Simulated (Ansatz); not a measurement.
Zr(Cl)3(OH) (Cl3HOZr), SMILES [OH][Zr]([Cl])([Cl])[Cl], multiplicity 1.

Geometry optimised at B3LYP-D3(BJ)/def2-SVP. The multiplicity is an assumed one; no other spin state was optimised. The isomer is the one that the SMILES or the coordinates give; other isomers of the formula were not compared. The def2 effective core potentials stand for the cores of Zr; spin–orbit coupling is left out. The values are those of a single conformer.

Two levels are set side by side: PBE/def2-SVPD (Ansatz, a quantum-chemistry and plane-wave program) and PBE0/def2-SVPD (Ansatz). Energy differences of separate SCF runs at the same geometry; the states with an electron removed or added have multiplicity 2 and 2. Differences are taken from unrounded values.

| quantity | PBE0 | PBE | PBE minus PBE0 |
|---|---|---|---|
| vertical ionisation energy (eV) | 11.28 | 10.71 | -0.57 |
| vertical electron affinity (eV) | 0.50 | 0.26 | -0.24 |
| vertical singlet–triplet gap (eV) | 5.55 | 5.23 | -0.32 |
